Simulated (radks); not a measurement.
Values are calculated unless marked as measured or tabulated.
Ionisation of Rh+, [Kr] 4d8, to Rh2+, [Kr] 4d7, under several functionals. Scalar-relativistic Kohn-Sham, spin-polarised, spherical densities, point nucleus; open shells are filled with parallel spins first (spin-orbit coupling, left out, can overturn this in heavy ions); a radial shooting solver on a logarithmic mesh with Libxc functionals. Known Delta-SCF values: RPBE 18.422 eV; PBEsol 18.536 eV. What does SOGGA give, and what is its highest occupied eigenvalue?

Answer. 18.410 eV by Delta-SCF; the 4d eigenvalue is -12.745 eV. NIST: 18.080 eV (semi-empirical).
